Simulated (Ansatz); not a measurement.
B3PH10⁺ (relaxed from a model of B3H7(PH3), whose bonding it doesn't keep). Total charge 1; doublet. Geometry B3LYP-D4/def2-SVP, that of the neutral singlet; atoms count from 1.

```xyz
14

B     0.4093    1.4417    0.2430
B     0.8604    0.3247   -1.0393
H     1.5745    1.2188   -0.4119
B    -0.8065    0.1454   -0.2620
P    -0.6003   -1.5071    0.7437
H    -1.4593    0.8821    0.4554
H     0.0692    2.5565   -0.0656
H     0.7039    1.2430    1.4014
H     0.7878    0.6781   -2.1895
H     1.4684   -0.7088   -0.8225
H    -1.4520   -0.1140   -1.2515
H    -0.2641   -2.6505   -0.0136
H     0.4135   -1.5101    1.7278
H    -1.7048   -1.9998    1.4846
```

(1) Estimate the Mulliken populations from the PBE0/def2-TZVP orbitals of Ansatz.

(2) Where does the spin sit?

(3) And the Mayer bond orders between bonded heavy atoms (over 0.3)?

## Answers

(1) 
```
atom  charge (e)  spin (α − β)
  B1       -0.30          0.08
  B2       -0.25          0.15
  H3        0.24          0.02
  B4       -0.18          0.08
  P5        0.05          0.01
  H6        0.17          0.02
  H7        0.14          0.09
  H8        0.13          0.08
  H9        0.20          0.21
 H10        0.16          0.20
 H11        0.12          0.04
 H12        0.17          0.00
 H13        0.17          0.01
 H14        0.17          0.00
```
Mulliken values and Mayer orders depend strongly on the basis.

(2) Summed by element: B 0.32, H 0.67, P 0.01, of 1 unpaired in all. Largest on single atoms: H9 0.21, H10 0.20, B2 0.15.

(3) B1–B2 0.73 (1.76 Å); B1–B4 0.52 (1.85 Å); B2–B4 0.60 (1.85 Å); B4–P5 0.83 (1.95 Å).
